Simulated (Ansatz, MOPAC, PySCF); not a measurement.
Acid–base and redox partners of NC=O. All species are isolated molecules in the gas phase. One relaxed conformer stands for each flexible species; it need not be the lowest. Strings in code marks are SMILES.

Quantity: vertical ionisation energy (energy after one electron is removed minus that of the parent at the parent's geometry), in eV.

Level 1: frozen-core MP2/cc-pVTZ // B3LYP-D3(BJ)/def2-TZVP (Ansatz, a program for electronic structure)
Level 2: minus the HOMO energy of B3LYP/6-31G* // B3LYP-D3(BJ)/def2-TZVP (PySCF)
Level 3: minus the HOMO energy of PM3 // B3LYP-D3(BJ)/def2-TZVP (MOPAC)
Level 4: minus the HOMO energy of PM6 // B3LYP-D3(BJ)/def2-TZVP (MOPAC)

| species | level 1 | level 2 | level 3 | level 4 |
|---|---|---|---|---|
| `NC=O` | 10.60 | 6.90 | 9.96 | 10.62 |
| `[NH3+]C=O` (not the most basic site) | 18.53 | 14.86 | 17.76 | 17.50 |
